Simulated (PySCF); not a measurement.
## Platinum: a sound run and one with changed settings

Sound run: Pt⁺ [Xe] 4f14 5d9, Pt²⁺ [Xe] 4f14 5d8. Computed with PySCF 2.14 in aug-cc-pVDZ-PP with ECP60MDF, with scalar relativity through the core potential. In the sound run the correlated levels freeze 5s2 5p6 outside the core potential. The sound run starts from symmetry-adapted Hartree-Fock orbitals and uses a fine grid where one is needed.

Changed run: all electrons correlated in a basis built for the valence shell.

```
species  method  sound run (hartree)  changed run (hartree)  converged
    Pt⁺     MP2           -118.45115             -118.60463        yes
   Pt²⁺     MP2           -117.77043             -117.92037        yes
```

Ionisation energy of Pt⁺:

```tsv
method	sound run (eV)	changed run (eV)
UHF	16.877	16.877
MP2	18.523	18.620
SCS-MP2	18.414	18.423
```

A valence basis has no tight correlating functions, so it recovers only part of the core correlation, and not evenly between atom and ion.

For comparison, NIST gives 18.56 ± 0.12 eV between the lowest levels.
